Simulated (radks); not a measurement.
Problem. Spherical quantum dot in the effective-mass picture: electrons in a hard-walled sphere of radius 7.58, with a point charge +1 (a donor) at the centre, all in effective atomic units (hartree* = m*/eps^2 hartree, bohr* = eps/m* bohr), one dielectric constant everywhere. Method: non-relativistic Kohn-Sham, LDA (Slater exchange, Perdew-Wang correlation), spin-polarised, spherical densities; computed with a radial shooting solver with Libxc functionals. Levels are named by radial order and angular momentum (1s, 1p, 1d, 2s, ...), and open shells are averaged over m. Results are scaled to m* = 0.084 and eps = 14, for which hartree* = 11.66 meV and bohr* = 8.82 nm. At N = 7 the configuration is 1s2 1p(up 3, down 2). Does electron 8 go into 2s down or 1p down or 2s up?

Solution. Into 1p down. The total energies of the other choices lie higher by 0.273 meV (2s up), 0.311 meV (2s down).
